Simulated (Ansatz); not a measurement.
H₄Se₃Si (`[SeH][SiH]([SeH])[SeH]`). Charge 0, multiplicity 1. All single points use the PBE0-D4/def2-TZVP geometry. It is one conformer, not always the lowest.

```xyz
8

Se    2.216    0.211    0.253
Si   -0.025    0.047   -0.074
Se   -1.071    0.843    1.777
Se   -0.550   -2.152   -0.294
H     2.202    1.676    0.113
H    -0.437    0.808   -1.278
H    -2.394    0.806    1.134
H     0.059   -2.238   -1.632
```

(1) What is the dipole moment at r2SCAN/def2-TZVPP? (An estimate is asked.)

(2) And with PBE, B3LYP, ωB97M-V? (An estimate is asked.)

(3) Give the Mulliken charges with r2SCAN, PBE, ωB97M-V in def2-TZVPP. (Best estimate.)

Answers

(1) Ansatz gave: 1.45 D, with components (-0.40, 0.75, -1.18) D in this frame, pointing from negative to positive charge.

(2) Ansatz gave: PBE 1.31 D, B3LYP 1.38 D, ωB97M-V 1.45 D.

(3) Ansatz gave: 
```json
{"atom": "Se1", "r2SCAN": "-0.17", "PBE": "-0.13", "ωB97M-V": "-0.15"}
{"atom": "Si2", "r2SCAN": "0.34", "PBE": "0.24", "ωB97M-V": "0.21"}
{"atom": "Se3", "r2SCAN": "-0.17", "PBE": "-0.13", "ωB97M-V": "-0.15"}
{"atom": "Se4", "r2SCAN": "-0.17", "PBE": "-0.13", "ωB97M-V": "-0.15"}
{"atom": "H5", "r2SCAN": "0.07", "PBE": "0.06", "ωB97M-V": "0.08"}
{"atom": "H6", "r2SCAN": "-0.06", "PBE": "-0.04", "ωB97M-V": "0.01"}
{"atom": "H7", "r2SCAN": "0.07", "PBE": "0.06", "ωB97M-V": "0.08"}
{"atom": "H8", "r2SCAN": "0.07", "PBE": "0.06", "ωB97M-V": "0.08"}
```

B3LYP here is the variant with VWN-RPA as its local correlation; programs differ in this.
